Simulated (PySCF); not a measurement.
**Assigning NMR signals**

Structure with atom numbers: `[O:1]=[C:2]1[CH2:3][O:4][C@@H:5]1[C@@H:6]([F:7])[C:8]([F:9])([F:10])[F:11]`; H(Xn) means a hydrogen on atom n. Ha(C3) is cis to C6 on the ring; Hb(C3) is trans to C6 on the ring.

PySCF 2.14.0 with density-fitted response routines calculation with geometry from GFN2-xTB and GIAO PBE0/pcSseg-1 shieldings; relativity neglected, fast rotation and ring inversion assumed for equivalent nuclei, in vacuum, single conformer.

Referencing at the same level of theory: 13C (σref 186.93), 1H (σref 31.72) against TMS.

Question: Assign these signals to the numbered atoms. 13C{1H} NMR (computed): δ 204.3, 131.5, 104.2, 94.1, 94.0.

Answer: 
| δ (ppm) | atoms | environment | reason |
| --- | --- | --- | --- |
| 204.3 | C2 | ketone carbonyl carbon | the double bond to the heteroatom, with no lone-pair donor beside it, deshields it most |
| 131.5 | C8 | CF3 carbon | 3 electronegative neighbours deshield it |
| 104.2 | C5 | sp3 CH bonded to O, α to a carbonyl | pulled downfield by the heteroatom |
| 94.1 | C6 | sp3 CH bonded to F | pulled downfield by the heteroatom |
| 94.0 | C3 | sp3 CH2 bonded to O, α to a carbonyl | deshielded by the electronegative neighbour |

C6 and C3 lie closer than the usual error of such a calculation, so a measured spectrum could show them in the other order.

Question: Assign these signals to the numbered atoms. 1H NMR (500 MHz, computed): δ 5.75 (m, 1H), 5.60 (m, 1H), 5.47 (m, 1H), 5.24 (m, 1H).

Answer: 
5.75 → H(C5), hydrogen on an sp3 CH bonded to O, α to a carbonyl: its carbon carries O, an electronegative neighbour
5.60 → Ha(C3), hydrogen on an sp3 CH2 bonded to O, α to a carbonyl: its carbon carries O, hence the downfield position
5.47 → Hb(C3), hydrogen on an sp3 CH2 bonded to O, α to a carbonyl
5.24 → H(C6), hydrogen on an sp3 CH bonded to F: its carbon carries F, which withdraws density

Splittings by 19F in the carbon and heteronuclear signals aren't shown, as no couplings were computed. Shifts are as computed. Against solution values, carbons near 30 ppm lie about +3 ppm off and those near 130 ppm about +5 ppm. Of 1309 compounds with measured shifts, 239 miss one by over three times the rms of a fit or turn the order of signals round; such compounds aren't used in these exercises. Multiplicities follow the n + 1 count of equivalent neighbours, as no J values were calculated; m marks all less simple cases, F and P coupling included.
